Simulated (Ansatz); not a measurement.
Reaction (silylene formation by 1,1-elimination): `C[SiH](C)O[SiH](C)C` → `CO[SiH](C)C` + `C[SiH]`

Gas-phase electronic energies from Ansatz, PBE0-D4/def2-TZVP geometries. CBS: MP2 limit from def2 TZ/QZ plus the TZ coupled-cluster correction, frozen cores. This one scheme is used for every species. DFT in def2-TZVPP. B3LYP here is the variant with VWN-RPA as its local correlation; programs differ in this. Each species was taken in one conformer, which may not be the lowest.

`C[SiH](C)O[SiH](C)C`:

```xyz
21

C     1.470    1.157   -1.686
Si    1.253   -0.335   -0.591
C     2.883   -0.941    0.068
O     0.290    0.041    0.681
Si   -1.268    0.234    1.156
C    -2.187    1.309   -0.062
C    -2.091   -1.429    1.326
H     2.109    0.922   -2.542
H     0.509    1.506   -2.072
H     1.933    1.980   -1.135
H     0.600   -1.422   -1.383
H     3.374   -0.164    0.660
H     2.743   -1.816    0.708
H     3.554   -1.222   -0.748
H    -1.229    0.910    2.482
H    -1.698    2.279   -0.177
H    -2.239    0.834   -1.046
H    -3.211    1.488    0.277
H    -2.123   -1.950    0.364
H    -1.551   -2.061    2.035
H    -3.118   -1.320    1.684
```

`CO[SiH](C)C`:

Cartesian coordinates in Å:
```
C -1.491 1.103 -1.368
O -0.631 0.016 -1.145
Si 0.541 0.020 0.017
C 1.503 -1.553 -0.209
C -0.201 0.144 1.726
H -0.936 2.042 -1.491
H -2.056 0.917 -2.284
H -2.205 1.230 -0.545
H 1.418 1.213 -0.198
H 0.860 -2.424 -0.062
H 2.324 -1.611 0.510
H 1.926 -1.608 -1.214
H -0.861 -0.703 1.931
H 0.587 0.150 2.484
H -0.780 1.063 1.847
```

`C[SiH]`:

Cartesian coordinates in Å:
```
C 0.454 -0.093 0.255
Si -0.438 0.526 -1.295
H 0.114 0.477 1.130
H 1.541 -0.033 0.191
H 0.165 -1.133 0.454
H -1.837 0.255 -0.736
```

Task: Is it downhill or uphill in electronic energy at CCSD(T)/CBS, and by how much? (An estimate is asked.)

Result: The calculation gave: Uphill: ΔE = +453.5 kJ/mol.

Task: What do these levels give: revPBE-D4, BHLYP-D4, B3LYP, RPA@PBE/def2-TZVPP, HF/def2-SVP, MP2/CBS(def2)? (Estimate.)

Result: Ansatz gave: revPBE-D4 430.4, BHLYP-D4 462.0, B3LYP 422.5, RPA@PBE/def2-TZVPP 418.9, HF/def2-SVP 411.9, MP2/CBS(def2) 479.3 kJ/mol.

Largest T1 diagnostic among the species: 0.012.

From BLYP to BHLYP (50 % exact exchange), in def2-TZVPP and without D4, ΔE moves by +43.7 kJ/mol. Leaving LDA and LC-ωPBE aside and taking each functional with its dispersion term where it has one, the values, not all of them listed here, spread over 48.5 kJ/mol, from BLYP-D4 to r2SCAN0-D4. LDA lies +37.4 kJ/mol from PBE without D4. At CCSD(T), def2-SVP lies −43.8 kJ/mol from the extrapolated value and def2-TZVPP −9.4 kJ/mol.
